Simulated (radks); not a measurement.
Neutral silver inside a hard spherical wall (all orbitals vanish at R), configuration held at [Kr] 4d10 5s1 and not refilled when levels cross. All-electron calculation, scalar-relativistic Kohn-Sham, PBE, spin-unpolarised, spherical densities, finite nucleus; Fermi nuclear charge, rms radius 4.5454 fm. Program: a radial shooting solver on a logarithmic mesh with Libxc functionals. Eigenvalues in eV, with the zero of energy where the potential of the charges vanishes at infinity; a dash marks a level that is unbound or too diffuse for the functional's potential to be trusted. A positive occupied level is held by the wall or, in an anion where self-interaction has pushed it up, behind a barrier. The pressure on the wall is -dE/dV.

| R (bohr) | E (hartree) | kinetic (hartree) | e(4s) | e(4p) | e(4d) | e(5s) | e(5p, empty) | e(6s, empty) | pressure (GPa) |
|---|---|---|---|---|---|---|---|---|---|
| free | -5315.92520 | 5522.426 | -95.047 | -58.568 | -7.444 | -4.405 | - | - | 0 |
| 15 | -5315.92520 | 5522.426 | -95.047 | -58.567 | -7.444 | -4.405 | -0.721 | 0.407 | < 0.0001 |
| 12 | -5315.92517 | 5522.426 | -95.043 | -58.564 | -7.440 | -4.401 | -0.661 | 0.977 | 0.000554 |
| 10 | -5315.92492 | 5522.428 | -95.021 | -58.542 | -7.418 | -4.379 | -0.515 | 1.969 | 0.00723 |
| 6 | -5315.90233 | 5522.561 | -94.286 | -57.809 | -6.720 | -3.440 | 1.685 | 11.998 | 1.71 |
| 4 | -5315.64108 | 5523.756 | -90.353 | -53.972 | -3.119 | 2.562 | 10.784 | 43.579 | 59.1 |
| 3.5 | -5315.32782 | 5525.073 | -87.205 | -50.946 | -0.184 | 8.006 | 18.106 | 65.667 | 178 |
| 3 | -5314.56747 | 5528.135 | -81.551 | -45.539 | 5.338 | 19.120 | 32.268 | 104.71 | 614 |
| 2.5 | -5312.47313 | 5536.320 | -70.830 | -35.156 | 16.734 | 44.366 | 62.619 | 180.22 | 2600 |
| 2 | -5305.53442 | 5562.350 | -47.845 | -11.728 | 44.038 | 110.43 | 136.87 | 345.80 | 14700 |
